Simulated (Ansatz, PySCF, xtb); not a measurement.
Gas-phase reaction in SMILES: [CH]F + 2 [H][H] (H2) -> C (CH4) + F (HF)
Each molecule is optimised on its own at B3LYP-D3(BJ)/def2-TZVP (Ansatz, an electronic-structure program). Unstable Hartree-Fock reference: [CH]F.
Geometry of the first species:
SMILES: [CH]F
```xyz
3

C     -0.5669     0.4516    -0.0174
F      0.5297    -0.2636     0.0165
H     -1.3661    -0.3376    -0.0445
```
Charge 0, spin multiplicity 1.

Property: energy of full hydrogenation (enthalpy at 298 K, with B3LYP-D3(BJ) rigid-rotor harmonic-oscillator terms from PySCF), in kJ/mol. Correlated levels leave the core frozen unless marked. No spin-orbit coupling. Non-relativistic. CBS marks a two-point X^-3 extrapolation of the correlation energy; Hartree-Fock from the larger set.

```csv
level,program,energy of full hydrogenation (kJ/mol)
GFN1-xTB,xtb,-511.9
HF/def2-SVP,Ansatz,-475.1
revPBE-D4/def2-TZVPD,Ansatz + dftd4,-480.2
BP86-D3(BJ)/def2-TZVPD,PySCF + dftd3,-485.4
B97M-V/def2-TZVPD,Ansatz,-494.7
PBE0/STO-3G,Ansatz,-416.6
PBE0/def2-QZVPP,Ansatz,-516.7
r2SCANh-D4/def2-TZVPD,Ansatz + dftd4,-507.7
PW6B95-D3(BJ)/def2-TZVPD,PySCF + dftd3,-492.9
CAM-B3LYP/def2-TZVPD,Ansatz,-494.4
LC-wPBE-D4/def2-TZVPD,Ansatz + dftd4,-515.5
MP2/def2-SVPD,Ansatz,-538.3
MP2/def2-TZVPP,Ansatz,-518.4
SCS-MP2/STO-3G,Ansatz,-395.1
SCS-MP2/6-31G*,Ansatz,-458.0
SCS-MP2/def2-SVP,Ansatz,-495.2
CCSD/cc-pVQZ,Ansatz,-494.3
CCSD(T)/aug-cc-pVDZ,Ansatz,-489.9
CCSD(T)/def2-TZVPP,Ansatz,-488.0
"CCSD(T)/CBS(cc-pVTZ,cc-pVQZ)",Ansatz,-495.9
"CCSD(T)/CBS(def2-TZVPPD,def2-QZVPPD)",Ansatz,-496.9
```
